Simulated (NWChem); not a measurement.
Species: C3H3FO2; SMILES FC1=COCO1

```xyz
9

F     -0.0129    -2.0062     0.0652
C      0.0792    -0.7088     0.0070
C      1.1300     0.1109     0.0466
O      0.6694     1.4025    -0.1474
C     -0.7081     1.3026     0.0984
O     -1.0813    -0.0386    -0.1781
H      2.1967    -0.0677     0.1273
H     -0.9218     1.5144     1.1699
H     -1.2660     1.9854    -0.5565
```
Atoms are numbered in this order, from 1.

Level: PBE0/def2-SVP (NWChem), optimised geometry, unscaled harmonic frequencies. 

```tsv
frequency (cm⁻¹)	IR intensity (km/mol)
212	7.4
320	2.4
442	2.0
577	1.6
673	7.6
720	44.4
752	3.0
995	108.8
1012	15.6
1050	20.3
1153	31.5
1191	85.7
1222	5.9
1275	34.5
1391	259.9
1474	86.7
1516	4.7
1831	117.4
2968	110.4
3163	23.0
3335	12.3
```

```yaml
zero_point_energy: 39.0 kcal/mol
thermal correction to the enthalpy at 298.15 K (with zero-point energy): 42.5 kcal/mol
heat capacity Cv: 16.4 cal/(mol K)
entropy at 298.15 K and 1 atm (symmetry number 1): 71.2 cal/(mol K)
dipole_moment: 0.90 D
```

Rigid rotor and harmonic oscillator.
